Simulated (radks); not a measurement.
The numbers below are computed, except where a source is named.
Question: Species: Kr II. Configuration: [Ar] 3d10 4s2 4p5 (the NIST ground configuration). Code: a radial shooting solver on a logarithmic mesh with Libxc functionals. Model: scalar-relativistic Kohn-Sham, r2SCAN, spin-unpolarised, spherical densities, finite nucleus; meta-GGA in the generalised Kohn-Sham scheme; Fermi nuclear charge, rms radius 4.1884 fm. Some entries of the table are withheld. Estimate them.

| orbital | occ. | eigenvalue (eV) | <1/r> (bohr^-1) |
|---|---|---|---|
| 1s | 2 | -14206.58 | 36.76 |
| 2s | 2 | (1) | 8.180 |
| 2p | 6 | -1671.214 | 7.984 |
| 3s | 2 | -282.4474 | (2) |
| 3p | 6 | -211.5931 | 2.549 |
| 3d | 10 | -94.8213 | 2.271 |
| 4s | 2 | -34.9221 | 0.8597 |
| 4p | 5 | (3) | (4) |

Answer: 
(1) 2s eigenvalue (eV): -1891.089
(2) 3s <1/r> (bohr^-1): 2.706
(3) 4p eigenvalue (eV): -19.9698
(4) 4p <1/r> (bohr^-1): 0.7211
